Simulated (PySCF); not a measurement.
## I⁺ (iodine, charge +1) across methods

[Kr] 4d10 5s1 5p4 6s1, high-spin 5P determinant (an excited configuration). All numbers are calculated (PySCF 2.14, scalar relativity by spin-free X2C-1e, in x2c-QZVPPall with one added diffuse shell each of s, p, d, f type (14s10p8d5f1g, 128 functions)).

| method | E (hartree) | mean ε 5p α (eV) | mean ε 5p β (eV) | mean ε 6s α (eV) | Σ⟨r²⟩ (bohr²) | ⟨S²⟩ |
| --- | --- | --- | --- | --- | --- | --- |
| PBE0 | -7114.17 | -21.488 | -18.583 | -7.714 | 67.30 | 6.004 |
| M06 | -7114.62 | -21.276 | -18.709 | -7.516 | 68.12 | 6.001 |
| MN15 | -7119.50 | -22.382 | -19.520 | -8.033 | 68.07 | 6.003 |
| r2SCAN | -7114.52 | -20.597 | -17.740 | -7.189 | 67.09 | 6.007 |
| PBE | -7114.09 | -20.013 | -17.707 | -7.243 | 67.00 | 6.003 |
| wB97X-V | -7114.20 | -23.784 | -20.989 | -8.966 | 68.09 | 6.003 |
| UHF | -7111.66559 | -25.210 | -19.963 | -8.747 | 70.12 | 6.009 |

(1) Estimate the same row for LDA.

The outer electron is Rydberg-like, and this basis confines it to a smaller radius and binds it less than a complete one would.

Results:

(1) E (hartree) = -7108.00; mean ε 5p α (eV) = -20.137; mean ε 5p β (eV) = -17.949; mean ε 6s α (eV) = -7.405; Σ⟨r²⟩ (bohr²) = 66.73; ⟨S²⟩ = 6.002.
